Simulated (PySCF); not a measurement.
C₃H₄, charge +1, doublet, at a GFN2-xTB geometry (a state made from the parent by changing its charge; the spin is typed, not shown lowest), atoms displaced at random by about 0.08 Å a coordinate. Base run: TPSS/6-31G, gradient run with PySCF.

Here is a job for PySCF.
```python
from pyscf import gto, scf, dft

mol = gto.M(
    atom='''
C     1.260714   -0.091174    0.008767
C    -0.045805   -0.056533   -0.111372
C    -1.366154   -0.040746   -0.056395
H     1.869634   -0.426337   -0.644899
H     1.848636    0.700240    0.735566
H    -1.997719    0.251623   -0.904760
H    -1.814289   -0.220375    0.844291
''',
    basis='6-31g',
    charge=1,
    spin=1,
    verbose=4,
)

mf = dft.UKS(mol)
mf.xc = 'tpss'
mf.kernel()
g = mf.nuc_grad_method()
grad = g.kernel()
```

The coordinate followed is x of atom 6.

Each row names what was changed in the base input (with any setting that the change needs).

```tsv
change	dE/dx (Eh/bohr)	net force (Eh/bohr)
base	-0.001397	0.000003
grids.level = 1; grid_response = off	-0.001401	0.000117
density fitting = on; auxbasis_response = off	-0.001386	0.000109
finite difference step (bohr) = 0.01; conv_tol = 1e-11	-0.001397	-
conv_tol = 1e-4	-0.001510	0.000003
grids.level = 5; grid_response = off	-0.001398	0.000001
density fitting = on	-0.001403	0.000003
conv_tol = 1e-6	-0.001415	0.000003
finite difference step (bohr) = 0.05; conv_tol = 1e-11	-0.001362	-
finite difference step (bohr) = 1e-4; conv_tol = 1e-11	-0.001398	-
finite difference step (bohr) = 1e-5; conv_tol = 1e-11	-0.001398	-
grids.level = 0; grid_response = off	-0.000721	0.004577
```

The net force is zero for an exact gradient.

Open shells are given as the SCF converged; they aren't shown to be the lowest states, and a large step between rows can be another state.
